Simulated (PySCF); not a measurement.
Computed shifts of a molecule C₅H₁₀O, PBE0/pcSseg-1 run with PySCF, GIAO, gas phase, atoms alike by connectivity averaged where their shifts nearly agree, in ppm (number of nuclei): ¹³C: 86.0 (1), 71.1 (1), 37.9 (1), 31.8 (1), 13.1 (1). ¹H: 4.96 (1), 4.78 (1), 4.73 (1), 2.85 (1), 2.42 (1), 1.85 (1), 1.54 (1), 1.30 (3). References: ¹³C against TMS (σ = 186.3 ppm); ¹⁷O against H2O (σ = 334.2 ppm); ¹H against TMS (σ = 31.56 ppm), references at their B3LYP-D3(BJ)/def2-TZVP geometries, non-relativistic. Geometry optimised at B3LYP-D3(BJ)/def2-SVP. Other conformers were not sampled.

**Question.** Which structure fits?
A. CC1(C)COC1
B. CC1(CO)CC1
C. C=COC(C)C
D. CC[C@@H]1CCO1

**Answer.** D, CC[C@@H]1CCO1
